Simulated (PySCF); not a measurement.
Os: excitation energy

Os [Xe] 4f14 5d6 6s2 (5D) → Os [Xe] 4f14 5d6 6s1 6p1 (high-spin determinant), as a difference of total energies. Calculation: PySCF 2.14, in aug-cc-pVTZ-PP with ECP60MDF; a scalar-relativistic core potential. Correlated levels: valence: 5s2 5p6 frozen. The calculations carry no spin-orbit coupling.

```json
{"method": "UHF", "excitation energy (eV)": "1.439"}
{"method": "MP2 (valence)", "excitation energy (eV)": "2.764"}
{"method": "SCS-MP2 (valence)", "excitation energy (eV)": "3.125"}
{"method": "CCSD (valence)", "excitation energy (eV)": "2.695"}
{"method": "CCSD(T) (valence)", "excitation energy (eV)": "2.799"}
```

Q: How much does correlation contribute at CCSD(T) (valence)?

A: 2.799 − (1.439) = 1.360 eV, measured against UHF.

The determinant of the upper state mixes LS terms, which raises its energy above the lowest term, most at the Hartree-Fock and MP2 levels.
